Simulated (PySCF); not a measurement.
SiCl2, SMILES Cl[Si]Cl (connectivity only; charge and spin as stated), neutral, multiplicity 1.

Coordinates come from a PBE-D3(BJ)/def2-TZVP optimisation. The isomer is the one that the SMILES or the coordinates give; other isomers of the formula were not compared.

Calculation: TDA-CAM-B3LYP/def2-SVPD (PySCF).

Vertical excitations. Isolated molecule, no solvent. State labels are in the subgroup C2v.

```csv
state,symmetry,energy (eV),λ (nm),f,main pairs
S1,B1,4.06,305,0.047,HOMO→LUMO 97 %
S2,A2,5.05,246,0.000,HOMO−1→LUMO 99 %
S3,B2,5.92,209,0.019,HOMO−2→LUMO 86 %
S4,B1,6.42,193,0.012,HOMO−4→LUMO 98 %
S5,A1,6.61,188,0.044,"HOMO→LUMO+2 53 %, HOMO−3→LUMO 43 %"
S6,A1,7.06,176,0.233,"HOMO−3→LUMO 47 %, HOMO→LUMO+2 38 %"
S7,B2,7.11,174,0.337,HOMO→LUMO+1 78 %
S8,A2,7.35,169,0.000,HOMO−5→LUMO 98 %
S9,A1,7.74,160,0.000,HOMO→LUMO+3 90 %
S10,A1,8.07,154,0.077,HOMO−1→LUMO+1 88 %
T1,B1,2.36,525,0,HOMO→LUMO 97 %
T2,A2,4.91,253,0,HOMO−1→LUMO 99 %
T3,B2,5.15,241,0,HOMO−2→LUMO 98 %
T4,B2,5.27,235,0,HOMO→LUMO+1 90 %
```
Triplets are in the Tamm–Dancoff approximation.
